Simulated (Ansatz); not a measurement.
TiSi6⁺, relaxed as a doublet with UKS PBE0-D4/def2-SVP in Ansatz, starting from the GFN2-xTB geometry. Force threshold 0.02 eV/Å.

The charge 1 doublet is spin-contaminated (final ⟨S²⟩ up to 0.85, 0.75 for a pure state). The relaxation made no stability test and no search for a lower SCF solution. No other spin state of charge 1 was run. Another isomer (doublet) lies 0.20 eV lower at PBE0-D4/def2-TZVP; other spin states weren't run for this one.

Start:

Cartesian coordinates in Å:
```
Ti -0.655 0.962 -0.555
Si -2.476 0.439 1.133
Si 1.080 -2.049 -0.225
Si 0.015 -0.854 -2.114
Si -0.910 -1.204 1.011
Si 1.189 2.453 0.340
Si 1.758 0.254 0.411
```

| step | energy (eV) | largest force component (eV/Å) | SCF passes |
| --- | --- | --- | --- |
| 1 | -70326.8366 | 1.462 | 108 |
| 2 | -70327.5508 | 1.245 | 62 |
| 3 | -70328.1849 | 1.026 | 59 |
| 4 | -70328.3427 | 0.862 | 66 |
| 5 | -70328.4385 | 0.387 | 56 |
| 6 | -70328.4731 | 0.139 | 49 |
| 7 | -70328.4846 | 0.068 | 50 |
| 8 | -70328.5112 | 0.115 | 55 |
| 9 | -70328.6010 | 0.384 | 56 |
| 10 | -70328.8129 | 0.392 | 59 |
| 11 | -70328.9845 | 0.448 | 56 |
| 12 | -70329.1033 | 0.612 | 59 |
| 13 | -70329.2778 | 0.466 | 65 |
| 14 | -70329.4600 | 0.382 | 57 |
| 15 | -70329.5039 | 0.512 | 53 |
| 16 | -70329.5400 | 0.203 | 62 |
| 17 | -70329.5415 | 0.244 | 50 |
| 18 | -70329.5507 | 0.064 | 47 |
| 19 | -70329.5516 | 0.032 | 46 |
| 20 | -70329.5518 | 0.006 | 36 |

Force components are those of the run's own axes.

End:

Cartesian coordinates in Å:
```
Ti -0.6953 1.6108 -0.6915
Si -2.2725 -0.0285 0.2313
Si 1.1252 -2.1119 0.0028
Si -0.6258 -0.9667 -1.1499
Si -0.0735 -0.4107 1.2247
Si 1.0528 1.7494 1.0240
Si 1.4891 0.1576 -0.6414
```

Bonds formed: Si2–Si4, Si4–Si5, Si4–Si7, Si5–Si6, Si5–Si7 (atoms count from 1).

No frequencies were taken in this run, so the end may be a saddle point.

Hardware: 4 threads of Arm Neoverse V2 on a shared host. Wall time 2.7 min, peak host memory 0.68 GiB.
